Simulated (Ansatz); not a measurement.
The same molecule with X = C, Si, Ge. Ansatz, PBE0-D4/def2-TZVP geometries, multiplicity 1. Each molecule was computed in one conformer, which needn't be the lowest.

Scalar relativity is left out up to krypton.

```csv
X,molecule,mean X–F bond length / Å,mean X–N bond length / Å,mean X–O bond length / Å,HOMO–LUMO gap (PBE0/def2-TZVPP) / eV,LUMO energy (PBE0/def2-TZVPP) / eV,HOMO energy (PBE0/def2-TZVPP) / eV
C,`NC(N)(O)F`,1.379,1.420,1.396,8.45,0.79,-7.66
Si,`N[Si](N)(O)F`,1.605,1.690,1.637,8.41,0.74,-7.67
```

Question: Give the row for X = Ge, `[NH2][Ge]([NH2])([OH])[F]`. (Estimate.)

Answer: Ansatz gave: 
| X | molecule | mean X–F bond length / Å | mean X–N bond length / Å | mean X–O bond length / Å | HOMO–LUMO gap (PBE0/def2-TZVPP) / eV | LUMO energy (PBE0/def2-TZVPP) / eV | HOMO energy (PBE0/def2-TZVPP) / eV |
| --- | --- | --- | --- | --- | --- | --- | --- |
| Ge | `[NH2][Ge]([NH2])([OH])[F]` | 1.744 | 1.800 | 1.764 | 8.02 | 0.12 | -7.90 |

From C to Ge the mean X–F bond length rises at each step, by 0.365 Å in all; the mean X–N bond length rises at each step, by 0.380 Å in all; the mean X–O bond length rises at each step, by 0.368 Å in all; the HOMO–LUMO gap (PBE0/def2-TZVPP) falls at each step, by 0.43 eV in all; the LUMO energy (PBE0/def2-TZVPP) falls at each step, by 0.67 eV in all; the HOMO energy (PBE0/def2-TZVPP) falls at each step, by 0.24 eV in all. Bonds lengthen as the atom grows down the group.

Positive LUMOs are unbound, so they and the gaps depend on the basis.
